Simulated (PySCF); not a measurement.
# Electron correlation in Hf²⁺ (hafnium, charge +2)

[Xe] 4f14 5d2, high-spin 3F determinant. Computed with PySCF 2.14 in aug-cc-pwCVDZ-PP with ECP60MDF, with scalar relativity through the core potential. Frozen: 5s2 5p6; 2 electrons correlated.

With two correlated electrons CCSD is exact within the correlated space (frozen core and kept virtual orbitals).

```json
{"level": "CCSD", "correlation energy (mhartree)": "-4.26"}
```

Diagnostics: T1 = 0.00099, D1 = 0.0014, largest double amplitude 0.015.

Task: Is a single reference adequate?

Result: Yes, within this model without spin-orbit coupling: T1 lies below 0.03 and no double amplitude reaches 0.07.
